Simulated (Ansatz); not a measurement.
C$_{5}$H$_{8}$N$_{2}$ (`CN1[C]N(C)C=C1`), relaxed with RKS PBE0-D4/def2-TZVP in Ansatz from a PBE-D4/def2-SVP geometry. The force threshold is 0.005 eV/Å; the program also tests the step.

Total charge 0; spin multiplicity 1.

Start:

```xyz
15

C     0.662   -1.440   -1.947
N     0.295   -0.506   -0.899
C    -0.092   -0.913    0.356
N    -0.325    0.289    0.981
C    -0.757    0.383    2.363
C    -0.094    1.389    0.159
C     0.304    0.878   -1.049
H     1.726   -1.319   -2.238
H     0.029   -1.298   -2.848
H     0.509   -2.459   -1.550
H    -1.714    0.939    2.445
H     0.004    0.894    2.988
H    -0.900   -0.647    2.735
H    -0.231    2.426    0.484
H     0.583    1.384   -1.980
```

| step | energy (eV) | largest force (eV/Å) | largest move (Å) |
| --- | --- | --- | --- |
| 1 | -8287.3511 | 0.788 | 0.000 |
| 2 | -8287.4262 | 0.382 | 0.028 |
| 3 | -8287.4341 | 0.036 | 0.010 |
| 4 | -8287.4341 | 0.014 | 0.004 |
| 5 | -8287.4342 | 0.011 | 0.004 |
| 6 | -8287.4343 | 0.002 | 0.013 |
| 7 | -8287.4344 | 0.007 | 0.022 |
| 8 (rejected) | -8287.4344 | 0.013 | 0.002 |
| 9 | -8287.4344 | 0.001 | 0.001 |

End:

```xyz
15

C     0.647   -1.427   -1.933
N     0.295   -0.501   -0.888
C    -0.097   -0.899    0.348
N    -0.318    0.286    0.971
C    -0.760    0.380    2.339
C    -0.075    1.374    0.160
C     0.317    0.870   -1.029
H     1.682   -1.280   -2.253
H    -0.011   -1.309   -2.798
H     0.535   -2.432   -1.531
H    -1.724    0.890    2.403
H    -0.032    0.920    2.948
H    -0.865   -0.634    2.719
H    -0.196    2.394    0.484
H     0.603    1.368   -1.942
```

It took 50 s on 4 threads of an Arm Neoverse V2 on a shared host, with 0.86 GiB of host memory at the peak.
